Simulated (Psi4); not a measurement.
Conformational energy of SMILES CC(C)(C)c1ccncc1 (C₉H₁₃N). Scanned: dihedral C1–C2–C5–C6; all other coordinates were relaxed at GFN2-xTB. Points at φ and −φ are mirror images.

Geometry of the scan point at 160° (Å):
```
23

C      1.6956    -0.5993     1.1021
C      0.9584     0.0951    -0.0478
C      1.3521    -0.5673    -1.3758
C      1.3886     1.5681    -0.0620
C     -0.5494    -0.0221     0.0936
C     -1.4057     0.8516    -0.5737
C     -2.7756     0.7002    -0.4431
N     -3.3430    -0.2428     0.2890
C     -2.5389    -1.0802     0.9189
C     -1.1559    -1.0164     0.8560
H      1.5568    -1.6770     1.0717
H      1.3498    -0.2246     2.0631
H      2.7628    -0.4036     1.0230
H      0.8559    -0.0781    -2.2111
H      2.4278    -0.5006    -1.5241
H      1.0662    -1.6172    -1.3769
H      2.4743     1.6351    -0.0453
H      1.0416     2.0813    -0.9543
H      0.9988     2.0868     0.8114
H     -1.0238     1.6433    -1.1976
H     -3.4573     1.3704    -0.9513
H     -3.0296    -1.8448     1.5077
H     -0.5754    -1.7412     1.4021
```

Method: PBE-D3(BJ)/def2-SVP // GFN2-xTB in Psi4.

Scanned values (°): -160, -140, -120, -100, -80, -60, -40, -20, 0, 20, 40, 60, 80, 100, 120, 140, 160, 180.

**Question.** Describe the profile: where are the wells and the tops?

**Answer.** Lower than their neighbours: -120° (0.00 kcal/mol), -60° (0.00 kcal/mol), 0° (0.00 kcal/mol), 60° (0.00 kcal/mol), 120° (0.00 kcal/mol), 180° (0.00 kcal/mol). Higher than their neighbours: -160° (0.43 kcal/mol), -80° (0.42 kcal/mol), -40° (0.42 kcal/mol), 40° (0.42 kcal/mol), 80° (0.42 kcal/mol), 160° (0.43 kcal/mol). The whole profile spans 0.43 kcal/mol.
